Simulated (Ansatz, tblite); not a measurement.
Forces on the cluster Sn2O4 at its r2SCAN-D4/def2-SVP geometry. The state is a singlet with charge 0.

In the def2 sets Sn takes a core potential; there is no spin–orbit coupling. The xTB rows come from tblite. The structure holds 2 bonds between oxygen atoms, so isomers without such links may lie far lower. The restricted singlet is unstable towards broken spin symmetry in Hartree–Fock (as tested in another run); at PBE-D4/def2-TZVP this wasn't settled. Another isomer (singlet) lies 0.41 eV lower at PBE0-D4/def2-TZVP; other spin states weren't run for this one.

GFN1-xTB (tblite), largest force 2.21 eV/Å:

```xyz
6
positions Å, forces eV/Å
Sn   -1.145   -0.221    1.043    0.362    0.069   -0.330
Sn    1.145    0.221   -1.043   -0.362   -0.069    0.329
O     1.016   -0.760    0.955   -1.147   -1.144   -1.503
O    -1.016    0.760   -0.955    1.148    1.144    1.502
O     0.227   -1.570   -0.083    1.124    1.187    1.487
O    -0.227    1.570    0.083   -1.125   -1.187   -1.486
```

GFN2-xTB (tblite), largest force 1.54 eV/Å:

```
Sn -0.840 -0.162 0.765
Sn 0.840 0.162 -0.765
O -0.607 -1.097 -0.899
O 0.607 1.097 0.898
O 0.934 0.484 1.129
O -0.934 -0.484 -1.128
```

PBE-D4/def2-TZVP (Ansatz), largest force 0.20 eV/Å:

```
Sn 0.130 0.025 -0.118
Sn -0.130 -0.025 0.118
O 0.137 -0.008 0.148
O -0.136 0.009 -0.149
O -0.034 -0.184 -0.076
O 0.034 0.184 0.077
```
